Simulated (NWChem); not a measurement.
Molecule: BNH$_{2}$Cl$_{2}$; SMILES ClB(Cl)N

```xyz
6

B      0.0000     0.0000    -0.3475
Cl     1.5354     0.0000     0.5451
Cl    -1.5354     0.0000     0.5451
N      0.0000     0.0000    -1.7448
H     -0.8610     0.0000    -2.2911
H      0.8610     0.0000    -2.2911
```
Atoms are numbered in this order, from 1.

Computed with NWChem. Pople sets run with spherical d functions. Geometry: optimised at PBE-D3(BJ)/def2-SVP. Total energies compare along this basis series because the functional is fixed.

```
level            basis functions  energy (Ha)  highest occupied level (eV)  orbital gap (eV)  dipole (D)
---------------  ---------------  -----------  ---------------------------  ----------------  ----------
TPSS/STO-3G                   30    -990.3428                        -5.32              7.06        3.77
TPSS/3-21G                    48    -996.5062                        -7.20              6.77        3.86
TPSS/6-31G*                   68   -1001.3474                        -7.04              6.55        3.24
TPSS/6-31+G*                  84   -1001.3550                        -7.28              6.52           …
TPSS/6-311G**                100   -1001.4384                        -7.27              6.58        3.25
TPSS/6-311++G**              118   -1001.4430                        -7.31              6.48        2.98
```

Question: What belongs in the gaps?

Answer: 
- TPSS/6-31+G*, dipole (D): 3.04
